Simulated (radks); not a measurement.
Results of a calculation; reference values are marked as such.
Mean orbital radii <r> (bohr) of the argon ion Ar3+, [Ne] 3s2 3p3, at several levels of relativity; Dirac values are averaged over j with weights 2j + 1. Spin-unpolarised spherical Kohn-Sham, BLYP, point nucleus unless stated (finite: rms radius 3.4274 fm), a radial shooting solver on a logarithmic mesh with Libxc functionals. A level marked "c x" has the speed of light scaled by that factor and shares open shells by 2j + 1; other Dirac levels either fill j = l - 1/2 first or share by 2j + 1.

| shell | non-rel. | scalar-rel. | Dirac, low j first | Dirac, 2j+1 shares, finite nucleus | change of magnitude, last against first (%) |
|---|---|---|---|---|---|
| 1s | 0.08620 | 0.08572 | 0.08572 | 0.08572 | -0.55 |
| 2s | 0.4159 | 0.4136 | 0.4135 | 0.4135 | -0.57 |
| 2p | 0.3764 | 0.3757 | 0.3757 | 0.3757 | -0.20 |
| 3s | 1.295 | 1.290 | 1.290 | 1.290 | -0.40 |
| 3p | 1.399 | 1.398 | 1.398 | 1.398 | -0.08 |
| 3d (empty) | 1.688 | 1.692 | 1.693 | 1.692 | +0.22 |
| 4s (empty) | 3.117 | 3.109 | 3.109 | 3.109 | -0.27 |
